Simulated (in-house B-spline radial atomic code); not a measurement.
Two electrons outside the [Ar] 3d10 core: Zn

Computed with a B-spline radial code for spherical atoms: configuration interaction (CI) of the two valence electrons in the field of the frozen Dirac-Fock core, alone and with many-body perturbation theory for the core (screened one- and two-electron correlation potentials), Breit and QED terms; no-pair Dirac Hamiltonian, finite nucleus. Labels give the configuration (outer n counted up each series) and the leading LS term, or the jj pair where no LS term holds 70 %.

An outer d¹⁰ or f¹⁴ shell is a soft core near neutrality, so levels are a few per cent off.

Excitation energies (cm⁻¹):

```
    level  purity of the LS term  CI alone  CI + MBPT + Breit + QED  Landé g of the LS mixture  measured (NIST)
  4s2 1S0                    1.0         0                        0                          -                0
4s4p 3P°0                    1.0     27639                    31301                          -            32311
4s4p 3P°1                    1.0     27802                    31487                       1.50            32501
4s4p 3P°2                    1.0     28131                    31869                       1.50            32890
4s4p 1P°1                    1.0     42568                    45626                       1.00            46745
 4s5s 3S1                    1.0     47541                    52321                       2.00            53672
 4s5s 1S0                    1.0     49880                    54474                          -            55789
4s5p 3P°0                    1.0     54877                    59802                          -                -
4s5p 3P°1                  0.999     54902                    59828                       1.50                -
4s5p 3P°2                    1.0         ?                        ?                          ?                ?
 4s4d 1D2                    1.0         ?                        ?                          ?                ?
 4s4d 3D1                    1.0     56018                    61233                       0.50            62769
```

Task: Where does 4s4d 1D2 lie?

Result: 55437 cm⁻¹ in CI alone and 60890 cm⁻¹ with all corrections; g = 1.00; measured 62459 cm⁻¹.

Task: Where does 4s5p 3P°2 lie?

Result: 54954 cm⁻¹ in CI alone and 59884 cm⁻¹ with all corrections; g = 1.50.

Task: What is the first ionisation energy?

Result: 9.2007 eV to the 4s1/2 state of the next ion (8.5591 eV from CI alone). NIST lists 9.394197 ± 6e-06 eV (measured).

Some electric-dipole lines (reduced elements in atomic units, length form; vacuum wavelengths from the computed energies):

| upper | lower | D bare (size) | D with core polarisation (size) | λ (nm) | A (s⁻¹) |
| --- | --- | --- | --- | --- | --- |
| 4s4p 3P°1 | 4s2 1S0 | 0.0475 | 0.0433 | 317.59 | 4e+04 |
| 4s4p 1P°1 | 4s2 1S0 | 3.55 | 3.35 | 219.17 | 7.2e+08 |
| 4s5s 3S1 | 4s4p 3P°0 | 1.46 | 1.47 | 475.73 | 1.4e+07 |
| 4s5s 3S1 | 4s4p 3P°1 | 2.54 | 2.56 | 479.99 | 4e+07 |
| 4s5s 1S0 | 4s4p 3P°1 | 0.0233 | 0.0234 | 435.04 | 1.4e+04 |
| 4s5p 3P°1 | 4s2 1S0 | 0.00684 | 0.00419 | 167.15 | 2.5e+03 |
| 4s4d 3D1 | 4s4p 3P°0 | 2.23 | 2.2 | 334.09 | 8.7e+07 |
| 4s4d 3D1 | 4s4p 3P°1 | 1.94 | 1.91 | 336.19 | 6.5e+07 |

Weak lines are less accurate than strong ones.
